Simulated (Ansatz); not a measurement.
`C/C=N\[SiH3]` → `C=N[SiH2]C`  (isomerisation)

Gas-phase electronic energies from Ansatz, PBE0-D4/def2-TZVP geometries. CCSD(T)/CBS adds triple-zeta CCSD(T) − MP2 to the extrapolated MP2 energy (def2 sets, frozen cores). Functionals use def2-TZVPP. Each species was taken in one conformer, which may not be the lowest.

`C/C=N\[SiH3]`:

Cartesian coordinates in Å:
```
C -0.192 1.462 -0.598
C 0.517 0.871 0.578
N 0.581 -0.335 0.933
Si -0.079 -1.787 0.265
H -0.918 2.205 -0.254
H 0.525 1.998 -1.228
H -0.704 0.709 -1.197
H 1.043 1.613 1.199
H -0.899 -1.650 -0.978
H -0.934 -2.398 1.314
H 1.062 -2.687 -0.035
```

`C=N[SiH2]C`:

Cartesian coordinates in Å:
```
C 1.798 -0.937 0.873
N 1.098 -0.689 -0.141
Si 0.042 0.696 -0.282
C -1.689 0.099 -0.616
H 2.436 -1.829 0.902
H 1.826 -0.306 1.777
H 0.082 1.528 0.962
H 0.548 1.511 -1.417
H -1.712 -0.521 -1.515
H -2.366 0.944 -0.763
H -2.063 -0.497 0.220
```

| level | ΔE (kJ/mol) |
| --- | --- |
| CAM-B3LYP-D4 | -23.7 |
| PBE | -22.5 |

Task: What does CCSD(T)/CBS give? (Estimate.)

Result: Ansatz gave: -28.4 kJ/mol. The listed levels differ from it by 4.7, 5.9 kJ/mol.

Task: What do rigid-rotor, harmonic-oscillator terms from PBE0-D4/def2-TZVP frequencies (298.15 K, 1 bar) make of the CCSD(T)/CBS value? (Estimate.)

Result: Computed: ΔZPE = +1.8 kJ/mol, ΔH = -26.1 kJ/mol, ΔS = 1 J/(mol·K), ΔG = -26.5 kJ/mol.

Largest T1 diagnostic among the species: 0.013.

At CCSD(T), def2-SVP lies +9.3 kJ/mol from the extrapolated value and def2-TZVPP +0.5 kJ/mol. In def2-TZVPP, CCSD(T) changes the Hartree–Fock value by −3.3 kJ/mol (the triples alone add +0.2 kJ/mol) and MP2 by −4.3 kJ/mol. Leaving LDA and LC-ωPBE aside and taking each functional with its dispersion term where it has one, the values, not all of them listed here, spread over 6.3 kJ/mol, from ωB97M-V to revPBE-D4. LDA lies +6.8 kJ/mol from PBE without D4.
